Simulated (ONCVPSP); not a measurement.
lanthanum, ONCV: configuration errors across variants

lanthanum, optimised norm-conserving Vanderbilt (ONCV), made with ONCVPSP 4.0.1 (PBEsol, scalar-relativistic). Core [Kr] 4d10, reference 5s2 5p6 5d1 6s1.5 6p0.5. Waves: 5s+6s: rc 2.50 bohr, ncon 4, nbas 8, qcut 4.3 1/bohr, 2 projectors; 5p+6p: rc 2.50 bohr, ncon 3, nbas 7, qcut 4.8 1/bohr, 2 projectors; 5d: rc 4.00 bohr, ncon 3, nbas 8, qcut 3.6 1/bohr, 2 projectors, debl 2.3 Ha; f scattering state at 0.04 Ha: rc 4.25 bohr, ncon 4, nbas 7, qcut 2.7 1/bohr, 1 projector. Local part: polynomial inside 1.60 bohr (lpopt 5, dvloc0 1 Ha). Core correction: Teter function, fcfact 2.5, rcfact 1.65.

In the f channel the program set the typed energies aside and used -0.182 Ha.

All-electron excitation energies from the reference (eV): (1) 5s2 5p6 5d1 6s2 6p0 -1.194; (2) 5s2 5p6 5d1 6s1 6p0 4.806; (3) 5s2 5p6 5d1 6s0 6p0 15.654; (4) 5s2 5p6 5d2 6s0 6p0 4.862.

A true bound ghost makes a file unfit for plane-wave use even where its test errors are small: the radial tests pick states by their node count and pass the ghost by.

Errors AE − PS in meV (a dash: test not solved or not reliable):

```csv
change,(1),(2),(3),(4),bound ghosts,GHOST(+) flags above zero
base,-0.2,-1.2,-14,+12,none,s
d: qcut 2.1,-1.9,-14,-139,+96,d,s
d: qcut 2.4,-1.6,-12,-119,+75,none,"s, d"
d: qcut 2.8,-0.5,-1.3,-27,+53,none,s
d: qcut 3.9,-0.2,-1.3,-12,+2.5,none,"s, d"
d: qcut 4.2,-0.2,-1.3,-10,-4.5,none,"s, d"
d: qcut 4.8,-0.1,-1.3,-9.0,-13,none,s
d: qcut 5,-0.1,-1.3,-9.0,-13,none,s
d: qcut 5.4,-0.1,-1.2,-8.7,-13,none,s
```

(1) Give the same row for: d: qcut 3.2.

## Answers

(1) -0.3, -1.3, -19, +29; bound ghosts: none; GHOST(+) flags above zero: s.
